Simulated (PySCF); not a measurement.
Cl₄HSi₂, SMILES Cl[SiH][Si](Cl)(Cl)Cl, multiplicity 2.

Geometry: ωB97X-D3(BJ)/def2-SVP. The isomer is the one that the SMILES or the coordinates give; other isomers of the formula were not compared. Other conformers were not sampled.

Level of theory: TDA-M06-2X/def2-SVPD (PySCF 2.14.0).

Vertical excitations. 

| state | energy (eV) | λ (nm) | f | main pairs |
|---|---|---|---|---|
| root 1 | 3.69 | 336 | 0.008 | β HOMO→LUMO 93 % |
| root 2 | 3.87 | 320 | 0.008 | α HOMO→LUMO 95 % |
| root 3 | 4.98 | 249 | 0.009 | α HOMO→LUMO+1 45 %, α HOMO→LUMO+2 39 % |
| root 4 | 5.19 | 239 | 0.106 | α HOMO→LUMO+2 44 %, α HOMO→LUMO+1 28 %, α HOMO→LUMO+3 18 % |
| root 5 | 5.32 | 233 | 0.006 | β HOMO−4→LUMO 49 %, β HOMO−5→LUMO 17 %, β HOMO−3→LUMO 14 % |
| root 6 | 5.46 | 227 | 0.017 | β HOMO−2→LUMO 44 %, β HOMO−5→LUMO 27 %, β HOMO−1→LUMO 15 % |
| root 7 | 5.52 | 225 | 0.002 | β HOMO−1→LUMO 80 % |
| root 8 | 5.82 | 213 | 0.005 | β HOMO−3→LUMO 69 % |
| root 9 | 5.92 | 209 | 0.001 | α HOMO−1→LUMO 25 %, β HOMO→LUMO+1 20 %, β HOMO−5→LUMO 16 %, β HOMO−2→LUMO 15 % |
| root 10 | 5.94 | 209 | 0.014 | α HOMO−1→LUMO 11 %, β HOMO−2→LUMO 21 %, β HOMO−5→LUMO 18 %, β HOMO→LUMO+1 17 %, β HOMO−4→LUMO 16 % |
Unrestricted roots are not spin-pure.
